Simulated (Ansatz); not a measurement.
`[SiH3]C([SiH3])[TeH]` and `OC([SiH3])[TeH]` differ in one atom or group.

Ansatz, PBE0-D4/def2-TZVP geometries, multiplicity 1. Each molecule was computed in one conformer, which needn't be the lowest.

Elements past krypton have def2 core potentials.

| property | `[SiH3]C([SiH3])[TeH]` |
| --- | --- |
| HOMO–LUMO gap (B3LYP/def2-TZVPP) / eV | 4.86 |
| HOMO–LUMO gap (PBE/def2-TZVPP) / eV | 3.42 |
| LUMO energy (ωB97M-V/def2-TZVPP) / eV | 0.69 |
| HOMO–LUMO gap (PBE0/def2-TZVPP) / eV | 5.27 |
| HOMO–LUMO gap (ωB97M-V/def2-TZVPP) / eV | 9.19 |
| LUMO energy (PBE/def2-TZVPP) / eV | -1.93 |

Problem. What does the change do to each property? (Best estimate.)

Solution. The calculation gave: 
```
                               property  `OC([SiH3])[TeH]`  shift
  HOMO–LUMO gap (B3LYP/def2-TZVPP) / eV               5.03   0.17
    HOMO–LUMO gap (PBE/def2-TZVPP) / eV               3.61   0.19
  LUMO energy (ωB97M-V/def2-TZVPP) / eV               0.82   0.13
   HOMO–LUMO gap (PBE0/def2-TZVPP) / eV               5.47   0.20
HOMO–LUMO gap (ωB97M-V/def2-TZVPP) / eV               9.37   0.18
      LUMO energy (PBE/def2-TZVPP) / eV              -1.79   0.14
```

With PBE0 the HOMO falls by 0.06 eV and the LUMO rises by 0.14 eV, so the gap widens by about 0.20 eV. PBE moves the HOMO by -0.05 eV and ωB97M-V by -0.05 eV.

B3LYP here is the variant with VWN-RPA as its local correlation; programs differ in this.

Spin–orbit coupling is left out; it splits and shifts lone-pair levels of the heavy atoms by tenths of an eV.
